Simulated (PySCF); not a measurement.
Structure with atom numbers: `[CH2:1]=[C:2]([CH3:3])[SiH2:4][P:5]([SiH3:6])[SiH3:7]` (H(Xn): hydrogen on atom n). Ha(C1) is cis to C3; Hb(C1) is trans to C3.

Geometry: PBE0-D3(BJ)/def2-SVP; GIAO shifts from PySCF 2.14.0 with density-fitted response routines, gas phase, non-relativistic, averaged over equivalent atoms.

At PBE0/pcSseg-1 (212 basis functions, 49 s wall time on 1 thread of an Arm Neoverse V1, shared host):
```json
{"atoms": "C2", "δ (ppm)": "145.6"}
{"atoms": "C1", "δ (ppm)": "140.4"}
{"atoms": "C3", "δ (ppm)": "26.5"}
{"atoms": "Si4", "δ (ppm)": "-32.0"}
{"atoms": "Si6/Si7", "δ (ppm)": "-66.6"}
{"atoms": "P5", "δ (ppm)": "-372.1"}
{"atoms": "Ha(C1)", "δ (ppm)": "6.14"}
{"atoms": "Hb(C1)", "δ (ppm)": "6.05"}
{"atoms": "H(Si4)", "δ (ppm)": "4.42"}
{"atoms": "H(Si6)/H(Si7)", "δ (ppm)": "4.08"}
{"atoms": "H(C3)", "δ (ppm)": "1.99"}
```

δ = σ(ref) − σ, references computed at the same level: ¹³C (σref 184.41), ²⁹Si (σref 351.99), ¹H (σref 31.27) against TMS; ³¹P (σref 310.13) against H3PO4.

Question: Predict the values at B97-2/pcSseg-1 on the same geometry.

Answer: 
```
        atoms  δ at B97-2/pcSseg-1  change
           C2                142.2    -3.4
           C1                136.9    -3.5
           C3                 26.4    -0.1
          Si4                -30.9    +1.1
      Si6/Si7                -63.9    +2.7
           P5               -361.9   +10.2
       Ha(C1)                 6.07   -0.07
       Hb(C1)                 5.99   -0.06
       H(Si4)                 4.35   -0.07
H(Si6)/H(Si7)                 4.01   -0.07
        H(C3)                 1.99   +0.00
```

Chemical shifts δ = σref − σ; TMS for ¹³C (183.69 ppm) and ²⁹Si (357.41 ppm) and ¹H (31.38 ppm); ³¹P (316.18 ppm) vs H3PO4, all at this level.

The largest change is at P5 (phosphorus bonded to 3 Si). Cost: 212 basis functions, 35 s wall time on 1 thread of an Arm Neoverse V1, shared host. The order of the carbon signals is the same at both levels.

Experimental scales use liquid or dissolved standards, which lie at an offset from isolated H3PO4.
